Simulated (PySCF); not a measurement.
Compound: B₂F₂H₅N.
Numbering: `[NH3+:1][BH2-:2][B:3]([F:4])[F:5]` (hydrogens: H6, H7, H8 on N1; H9, H10 on B2)

Method: PBE0-D3(BJ)/def2-SVP geometry optimisation, gas phase in PySCF 2.14.0; density fitting, grid level 1; the optimiser is geomeTRIC in internal coordinates, started from a GFN2-xTB structure with every atom displaced at random (about 0.01 Å).

Step 0: E = -8346.2141 eV
```
atom  x, y, z in Å  |  force x, y, z in eV/Å
N1     -1.2062    0.0472    0.1849    0.287   1.527  -1.174
B2      0.1521   -0.4506   -0.5732   -0.360   0.178   0.978
B3      1.4151    0.2821    0.2330    1.714   0.481   0.595
F4      1.2528    1.1124    1.2898   -0.692  -0.036  -0.022
F5      2.7385    0.1788    0.0026   -0.600  -0.361  -0.402
H6     -1.1906   -0.2016    1.1523   -0.107  -0.245   0.951
H7     -2.0322   -0.3334   -0.2662   -0.215  -0.074   0.048
H8     -1.2474    1.0902    0.1228   -0.117  -1.019   0.182
H9      0.0383   -0.1088   -1.6902   -0.060   0.336  -1.165
H10     0.1300   -1.6371   -0.4768    0.149  -0.786   0.010
```

**Question.** Estimate the geometry and energy of step 1. (The exact step hangs on the optimiser's Hessian estimate; all steps are aligned on step 0, rigid shifts and turns removed.)

**Answer.** E = -8346.2804 eV, largest force 1.042 eV/Å
```
atom  x, y, z in Å  |  force x, y, z in eV/Å
N1     -1.2050    0.0749    0.1652   -0.074  -0.050   0.344
B2      0.1513   -0.3783   -0.5990    0.164   0.228  -0.393
B3      1.4622    0.3471    0.2105   -0.377  -0.880   0.413
F4      1.2117    1.0678    1.3268    0.252   0.231  -0.164
F5      2.7387    0.0190    0.0451    0.006   0.423  -0.051
H6     -1.1431   -0.1399    1.1665   -0.023   0.011  -0.178
H7     -2.0292   -0.3999   -0.2081    0.047   0.052   0.019
H8     -1.3613    1.0817    0.1036   -0.002   0.009  -0.085
H9     -0.0179   -0.1003   -1.7837    0.051  -0.039   0.084
H10     0.2430   -1.5929   -0.4480   -0.045   0.015   0.013
```

The energy changes by -0.0663 eV. The first-order estimate −F·Δx gives -0.3380 eV and the mean of the old and new forces, exact on a quadratic surface, -0.0786 eV. The step makes an angle of 73° with the force vector and moves no atom by more than 0.165 Å.

What follows is the cost of the whole optimisation. Time: 22 s wall; peak memory 0.39 GiB. Hardware: one thread, Arm Neoverse V1 (aarch64), no GPU, on a shared host.
